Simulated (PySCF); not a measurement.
**Zn (zinc, neutral): r2SCAN calculation**

Configuration: [Ar] 3d10 4s1 4p1, high-spin 3P determinant (an excited configuration). All numbers are calculated (PySCF 2.14, scalar relativity by spin-free X2C-1e, in x2c-QZVPPall).

```json
{
  "Total energy": "-1795.794 hartree",
  "One-electron energy": "-2501.897 hartree",
  "Hartree (Coulomb) energy": "778.139 hartree",
  "Exchange-correlation energy": "-72.035 hartree",
  "⟨S²⟩": "2.0034",
  "⟨L²⟩": "2.012",
  "Sum of ⟨r⟩": "22.55 bohr",
  "Sum of ⟨r²⟩": "39.14 bohr²",
  "Traceless quadrupole moment −½Σ⟨3z² − r²⟩ along its main axis": "-6.41 e·bohr²",
  "Langevin diamagnetic susceptibility": "-31.0 ×10⁻⁶ cm³/mol",
  "Time after the integrals": "about 9 core-seconds"
}
```

| shell | electrons | mean orbital energy (eV) | spread (eV) | rms radius, mean of both spins (bohr) |
| --- | --- | --- | --- | --- |
| 1s α | 1 | -9546.6 | 0 | 0.0581 |
| 1s β | 1 | -9546.5 | 0 | 0.0581 |
| 2s β | 1 | -1170.0 | 0 | 0.245 |
| 2s α | 1 | -1169.9 | 0 | 0.245 |
| 2p β | 3 | -1012.5 | 0.086 | 0.219 |
| 2p α | 3 | -1012.5 | 0.050 | 0.219 |
| 3s β | 1 | -135.23 | 0 | 0.732 |
| 3s α | 1 | -135.21 | 0 | 0.732 |
| 3p α | 3 | -87.807 | 0.211 | 0.775 |
| 3p β | 3 | -87.806 | 0.233 | 0.775 |
| 3d α | 5 | -12.337 | 0.201 | 1.04 |
| 3d β | 5 | -12.100 | 0.298 | 1.04 |
| 4s α | 1 | -8.076 | 0 | 2.76 |
| 4p α | 1 | -2.749 | 0 | 3.94 |

Densities and radii are taken from the X2C orbitals without a picture-change correction, which distorts them close to the nucleus.
